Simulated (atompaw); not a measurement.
## LDA (PW92) PAW (atompaw) dataset for calcium (Ca), scalar-relativistic all-electron reference.

calcium, PAW, made with atompaw 4.2.0.5 (LDA (PW92), scalar-relativistic). Core [Ne] 3s2, reference 3p6 3d0 4s2 4p0. Waves: 4s (bound): rc 2.85 bohr; 4s channel at 0.6 Ry: rc 2.85 bohr; 3p (bound): rc 2.15 bohr; 4p (bound, empty): rc 2.85 bohr; 3d (bound, empty): rc 2.85 bohr; 3d channel at 0.4 Ry: rc 2.85 bohr. Local part: vpsmatchnc scheme with l = 3 at 0 Ry, radius 2.20 bohr. Core correction: smooth core density matched at 1.70 bohr. Augmentation charge: besselshape compensation charge, radius 2.44 bohr; PAW radius 2.85 bohr; waves and projectors: custom polynom2 7 10 vanderbiltortho.

Q: Does the generator finish with these settings?

A: Yes, a potential is produced.

Q: Estimate the cutoffs (Ry, on a coarse ladder) from which the occupation-weighted sum of valence levels, in a spherical-Bessel basis at the reference potential, stays within 10 and 1 mRy of its value at 400 Ry.

A: 15 Ry and 18 Ry.

Q: Does the potential have ghost states?

A: Ghost state, extra bound levels that the all-electron valence spectrum of the same l lacks: s at -50.8 eV. A true bound ghost makes a file unfit for plane-wave use. The logarithmic derivative shows an extra or strongly shifted pseudo pole above the reference energy (p near 1.27 Ry).

Q: Is the overlap operator S = 1 + Σ q|β⟩⟨β| positive definite (Bessel basis up to 400 Ry)?

A: Yes: its lowest eigenvalue is 0.57 (s channel).

Q: Which valence shell sets the plane-wave cutoff?

A: 3p: its level needs 15 Ry to come within 1 mRy, against 6 Ry for 4s.
